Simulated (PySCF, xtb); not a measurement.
Si(CF3)(F)(H)2 (CH₂F₄Si), SMILES F[SiH2]C(F)(F)F.

GFN2-xTB run with xtb 6.7.1 at its own geometry gives an orbital gap of 5.55 eV and a dipole moment of 3.85 D.

Geometry optimised at PBE0-D3(BJ)/def2-SVP.

Problem. What does PySCF with ωB97X/def2-TZVP give? (The exact figures need the calculation; the answer reports its results.)

Solution. gap 13.75 eV (levels -12.16 and 1.59 eV), dipole 1.96 D.
